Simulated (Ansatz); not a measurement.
Spectroscopic constants of AsN, closed-shell singlet (the spin of the measured ground state). No spin–orbit coupling. As is treated without relativity.

D_e counts from the fitted minimum to each atom's lowest state at the same level, without counterpoise. The singlet is restricted.

Correlated levels freeze the inner cores; with def2 sets outer-core shells near the valence are correlated too. CBS: X⁻³ extrapolation of the correlation energy, Hartree–Fock from the larger set.

The values were computed with Ansatz (a quantum-chemistry and plane-wave program) with Gaussian orbitals. Each number belongs to the level named beside it.

```csv
level,bond energy D_e (kJ/mol)
PBE/def2-TZVPP,531.9
B97M-V/def2-TZVPP,465.4
B3LYP/def2-TZVPP,478.6
BHLYP/def2-TZVPP,377.5
CAM-B3LYP/def2-TZVPP,459.5
CCSD/def2-TZVPP,…
CCSD(T)/def2-TZVPP,…
CCSD(T)/def2-QZVPP,471.5
"CCSD(T)/CBS(def2-TZVPP, def2-QZVPP)",487.2
```

**Question.** Fill in the missing entries.

**Answer.** 
- CCSD/def2-TZVPP, bond energy D_e (kJ/mol): 394.0
- CCSD(T)/def2-TZVPP, bond energy D_e (kJ/mol): 446.2

Doubts at one or more of the structures used: a restricted determinant that unrestricted orbitals would lower (CCSD/def2-TZVPP, CCSD(T)/def2-TZVPP, CCSD(T)/def2-QZVPP, CCSD(T)/CBS(def2-TZVPP, def2-QZVPP)).
